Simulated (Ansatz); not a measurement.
Ansatz (an electronic-structure program) input for Zn(I)2 anion (I₂Zn), SMILES [I][Zn][I] (connectivity only; charge and spin as stated), charge -1, multiplicity 2, PBE-D3(BJ)/def2-SVPD. 

Ansatz 0.2 input:
```yaml
crystal:
  periodic: [false, false, false]
  atoms:
    - {symbol: Zn, position_ang: [0.00000000, -0.00000000, -1.05611459]}
    - {symbol: I, position_ang: [0.00000000, -2.34880144, 0.29890036]}
    - {symbol: I, position_ang: [0.00000000, 2.34880144, 0.29890036]}
basis:
  gaussian:
    orbitals: def2-SVPD
hamiltonian:
  xc: pbe
  dispersion: d3bj
total_charge: -1
magnetization: {spin_polarized: true, initial_magnetization: 1}
relax: {f_tol: 0.002, max_steps: 200}
```

Program output:

```
WARN ansatz: RAYON_NUM_THREADS=1 ignored (pool sized by the plan → 1); use --threads N
Functional definition: PBE
integrals: 0.05 GiB planned
1141 factors; their error is unknown
mean field: 0.37 GiB planned
mean field evaluation 1: about -64609.0331 eV, gradient 2.8e1 eV
mean field evaluation 2: about -64604.9409 eV, gradient 4.6e1 eV
mean field evaluation 4: about -64611.1354 eV, gradient 1.6e0 eV
mean field evaluation 8: about -64611.1264 eV, gradient 1.2e-2 eV
mean field -64611.12640723 eV, -2374.4151004711 hartree, gradient 4.2e-5 eV, S^2 0.751742; 0 other end points of the search recorded, 0 dependent functions left out
the calculation of the forces begins
reference -64611.12644708 eV, -2374.4151019359 hartree; 41, 40 occupied and 63, 64 virtual orbitals, 1141 factors
relax step   1: F+E_penalty+E_count = -64611.21666837 eV  Δ(F+E_penalty+E_count) = +0.000e0 eV  max|allowed force component| = 1.101e-1 eV/Å  Δτ_max = 0.0000 Å  (27 SCF iters, accepted)
these checks for a lower state are left out or cut short: starts, cluster_reference, orbital_swaps, neighbouring_geometries, increment
integrals: 0.05 GiB planned
1141 factors; their error is unknown
mean field: 0.37 GiB planned
mean field evaluation 16: about -64611.1562 eV, gradient 6.5e-1 eV
mean field -64611.12816376 eV, -2374.4151650227 hartree, gradient 4.6e-5 eV, S^2 0.751731; 0 other end points of the search recorded, 0 dependent functions left out
the calculation of the forces begins
reference -64611.12820361 eV, -2374.4151664869 hartree; 41, 40 occupied and 63, 64 virtual orbitals, 1141 factors
relax step   2: F+E_penalty+E_count = -64611.21870036 eV  Δ(F+E_penalty+E_count) = -2.032e-3 eV  max|allowed force component| = 4.465e-2 eV/Å  Δτ_max = 0.0123 Å  (26 SCF iters, accepted)
these checks for a lower state are left out or cut short: starts, cluster_reference, orbital_swaps, neighbouring_geometries, increment
integrals: 0.05 GiB planned
1141 factors; their error is unknown
mean field: 0.37 GiB planned
mean field -64611.12830902 eV, -2374.4151703607 hartree, gradient 4.7e-5 eV, S^2 0.751723; 0 other end points of the search recorded, 0 dependent functions left out
the calculation of the forces begins
reference -64611.12834885 eV, -2374.4151718243 hartree; 41, 40 occupied and 63, 64 virtual orbitals, 1141 factors
relax step   3: F+E_penalty+E_count = -64611.21911275 eV  Δ(F+E_penalty+E_count) = -4.124e-4 eV  max|allowed force component| = 2.158e-3 eV/Å  Δτ_max = 0.0069 Å  (26 SCF iters, accepted)
these checks for a lower state are left out or cut short: starts, cluster_reference, orbital_swaps, neighbouring_geometries, increment
integrals: 0.05 GiB planned
1141 factors; their error is unknown
mean field: 0.37 GiB planned
mean field evaluation 32: about -64611.1283 eV, gradient 2.0e-5 eV
mean field -64611.12830468 eV, -2374.4151702013 hartree, gradient 2.0e-5 eV, S^2 0.751723; 0 other end points of the search recorded, 0 dependent functions left out
the calculation of the forces begins
reference -64611.12834451 eV, -2374.4151716649 hartree; 41, 40 occupied and 63, 64 virtual orbitals, 1141 factors
relax step   4: F+E_penalty+E_count = -64611.21911375 eV  Δ(F+E_penalty+E_count) = -9.940e-7 eV  max|allowed force component| = 1.772e-4 eV/Å  Δτ_max = 0.0006 Å  (20 SCF iters, accepted)
integrals: 0.05 GiB planned
1141 factors; their error is unknown
mean field: 0.37 GiB planned
mean field -64611.12830468 eV, -2374.4151702013 hartree, gradient 2.0e-5 eV, S^2 0.751723; 1 other end points of the search recorded, 0 dependent functions left out
the calculation of the forces begins
reference -64611.12834451 eV, -2374.4151716649 hartree; 41, 40 occupied and 63, 64 virtual orbitals, 1141 factors
Total energy: -64611.21915357 eV, -2374.4185088364 hartree
Atom 0 at    -0.000000    -0.000000    -1.037572 Å, force    -0.000000     0.000000    -0.000152 eV/Å
Atom 1 at    -0.000000    -2.337435     0.289629 Å, force    -0.000000     0.000177     0.000076 eV/Å
Atom 2 at     0.000000     2.337435     0.289629 Å, force     0.000000    -0.000177     0.000076 eV/Å
Dipole moment:     0.000000    -0.000000    -0.082607 e Å
```

Self-consistency was reached.

Cost: very roughly 26 core-seconds.
